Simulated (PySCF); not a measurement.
A calculated (r2SCAN, PySCF 2.14, x2c-TZVPPall, scalar relativity by spin-free X2C-1e) atom or ion has these occupied shells.

| shell | electrons | orbital energy (eV) | rms radius, mean of both spins (bohr) |
| --- | --- | --- | --- |
| 1s β | 1 | -21946.1 | 0.0384 |
| 1s α | 1 | -21946.1 | 0.0384 |
| 2s α | 1 | -3166.4 | 0.158 |
| 2s β | 1 | -3166.1 | 0.158 |
| 2p α | 3 | -2834.1 | 0.140 |
| 2p β | 3 | -2833.8 | 0.140 |
| 3s α | 1 | -560.57 | 0.430 |
| 3s β | 1 | -560.46 | 0.430 |
| 3p α | 3 | -450.26 | 0.434 |
| 3p β | 3 | -450.11 | 0.434 |
| 3d α | 5 | -272.75 | 0.420 |
| 3d β | 5 | -272.47 | 0.420 |
| 4s α | 1 | -75.963 | 1.09 |
| 4s β | 1 | -74.215 | 1.09 |
| 4p α | 3 | -45.542 | 1.22 |
| 4p β | 3 | -43.671 | 1.22 |
| 4d α | 5 | -3.644 | 2.04 |
| 4d β | 3 | -2.674 | 2.04 |

**Question.** Name the element and its charge.

**Answer.** Ru (ruthenium, neutral), in [Kr] 4d8, high-spin 3F determinant (an excited configuration).
